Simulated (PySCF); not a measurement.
Substituent chemical shifts

Parent skeleton `[CH3:1][CH:2]([F:3])[CH:4]1[CH2:5][CH2:6][SiH2:7]1`; one hydrogen on atom 7 is replaced by X. Hydrogens on one atom are averaged.

A single conformation, no solvent, relativity neglected, averaged over atoms made equivalent by symmetry, fast rotation or ring inversion. σ from GIAO-PBE0/pcSseg-1; GFN2-xTB geometry; PySCF.

Scale: TMS for ¹³C (σref 186.93) and ²⁹Si (σref 349.16) and ¹H (σref 31.72); ¹⁹F (σref 170.95) vs CFCl3 (reference shieldings calculated alike).

Parent (X = H): C1 23.9, C2 93.4, F3 -207.9, C4 38.5, C5 25.7, C6 5.7, Si7 -37.8, H(C1) 1.16, H(C2) 4.76 ppm. Effects are Δδ = δ(X) − δ(H), positive for deshielding.

Question: Order these by the shift of C4, most shielded first.
A. X = CH2CN
B. X = NHCH3
C. X = vinyl

Answer: C (+1.6 ppm), A (+3.4 ppm), B (+5.9 ppm).

Unscaled 19F shifts against computed CFCl3 carry errors that often reach 10 to 50 ppm.
